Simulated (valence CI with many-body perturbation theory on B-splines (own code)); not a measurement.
## Which ion has this spectrum?

A relativistic CI+MBPT calculation for an atom or ion with 22 electrons gives these levels (cm⁻¹):

| J | Parity | E | g |
| --- | --- | --- | --- |
| 2 | even | 0.0 | 0.67 |
| 3 | even | 172 | 1.08 |
| 4 | even | 380 | 1.25 |
| 1 | even | 6000 | 0.00 |
| 2 | even | 6043 | 1.00 |
| 3 | even | 6105 | 1.25 |
| 4 | even | 6185 | 1.35 |
| 5 | even | 6286 | 1.40 |
| 2 | even | 7353 | 1.01 |
| 0 | even | 8332 |  |
| 1 | even | 8404 | 1.50 |
| 2 | even | 8518 | 1.49 |
| 2 | even | 11006 | 0.67 |
| 3 | even | 11112 | 1.08 |

The energies are calculated, with errors of about 380 cm⁻¹, more in some levels.

(1) Which is it?
A. Mn3+
B. V+
C. Ti
D. Cr2+

## Answers

(1) C. Ti, ground level 3d2 4s2 3F_2.
